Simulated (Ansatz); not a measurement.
One change: `[F][Sn]([F])([F])[F]` becomes `[F][Sn]([F])([F])[O][SiH3]`.

Ansatz, PBE0-D4/def2-TZVP geometries, multiplicity 1. Each molecule was computed in one conformer, which needn't be the lowest.

Elements past krypton have def2 core potentials.

```tsv
property	`[F][Sn]([F])([F])[F]`
size of the dipole moment (PBE/def2-TZVPP) / D	0.00
HOMO–LUMO gap (B3LYP/def2-TZVPP) / eV	8.09
HOMO energy (PBE0/def2-TZVPP) / eV	-12.43
LUMO energy (B3LYP/def2-TZVPP) / eV	-4.01
LUMO energy (PBE0/def2-TZVPP) / eV	-3.61
size of the dipole moment (B3LYP/def2-TZVPP) / D	0.00
```

Task: What does the change do to each property? (Estimate.)

Result: Computed: 
```csv
property,`[F][Sn]([F])([F])[O][SiH3]`,shift
size of the dipole moment (PBE/def2-TZVPP) / D,1.95,1.95
HOMO–LUMO gap (B3LYP/def2-TZVPP) / eV,5.87,-2.22
HOMO energy (PBE0/def2-TZVPP) / eV,-9.54,2.89
LUMO energy (B3LYP/def2-TZVPP) / eV,-3.47,0.54
LUMO energy (PBE0/def2-TZVPP) / eV,-3.09,0.52
size of the dipole moment (B3LYP/def2-TZVPP) / D,2.07,2.07
```

With PBE0 the HOMO rises by 2.89 eV and the LUMO rises by 0.52 eV, so the gap narrows by about 2.37 eV. PBE moves the HOMO by 2.20 eV and ωB97M-V by 3.13 eV.

B3LYP here is the variant with VWN-RPA as its local correlation; programs differ in this.
